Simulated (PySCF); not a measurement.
CH2FNOSi, SMILES N#CO[SiH2]F. Atoms are numbered in the order given.

```xyz
7

N      2.6297    -0.2355    -0.1313
C      1.5673    -0.0748     0.3037
O      0.3961     0.1068     0.8113
Si    -1.0868    -0.3030     0.0878
F     -1.4191     0.8134    -1.0260
H     -2.0633    -0.2242     1.1857
H     -0.9301    -1.6125    -0.5738
```
Charge 0, spin multiplicity 1.

Geometry optimised at ωB97X-D3(BJ)/def2-SVP. The structure was generated by enumeration, and PubChem lists no compound with its InChIKey, so it may never have been made. Other conformers were not sampled.

All values below come from PBE/pcSseg-1 in PySCF.

GIAO shieldings, no solvent; atoms listed in one row are averaged. δ = σ(ref) − σ: ¹⁵N against NH3 (σ = 267.0 ppm); ¹³C against TMS (σ = 182.0 ppm); ¹⁷O against H2O (σ = 334.3 ppm); ²⁹Si against TMS (σ = 335.4 ppm); ¹⁹F against CFCl3 (σ = 133.6 ppm); ¹H against TMS (σ = 31.49 ppm), references at their B3LYP-D3(BJ)/def2-TZVP geometries, non-relativistic.

| nucleus | atoms | count | δ (ppm) |
|---|---|---|---|
| ¹⁵N | N1 | 1 | 191.5 |
| ¹³C | C2 | 1 | 111.6 |
| ¹⁷O | O3 | 1 | 95.6 |
| ²⁹Si | Si4 | 1 | -8.2 |
| ¹⁹F | F5 | 1 | -182.1 |
| ¹H | H7 | 1 | 5.64 |
| ¹H | H6 | 1 | 5.22 |
